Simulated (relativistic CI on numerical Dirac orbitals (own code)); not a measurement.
## From line strength to rate: Br II 4816.68 Å (air)

Problem. For 4s2.4p3.5s 5S°_2 – 4s2.4p3.5p 5P_1 of Br II a semi-empirical relativistic CI calculation gives the line strength S = 21.27 e²a₀² in the length gauge. The measured levels are 93921.36 and 114676.79 cm⁻¹ (NIST Handbook). Find gf, f, A and the partial lifetime.

Working.
1. σ = 114676.79 − 93921.36 = 20755.43 cm⁻¹, so the vacuum wavelength is 10⁸/σ = 4818.02 Å.
2. gf = 303.756 S/λ(Å) = 1.341, log gf = 0.127; with g = 5 for the lower level, f = 0.268.
3. A = 2.02613 × 10¹⁸ S/(g_u λ³) with g_u = 3: A = 1.28 × 10^8 s⁻¹.
4. The partial lifetime for this S is 1/A = 7.79 ns; in the calculation this line carries 87 % of the decay of the upper level.

Check. The Handbook lists A = 1.10 × 10^8 s⁻¹, a tabulated value with its own uncertainty (a few per cent for the best lines, 25 % or more for others); ours lies 17 % above it. The velocity form of the same calculation gives S = 19.1, and the gap between the two forms is a rough gauge of the error in S. With the computed energy (19743 cm⁻¹) in place of the measured one the rate would change by the factor (σ_calc/σ)³ = 0.86.
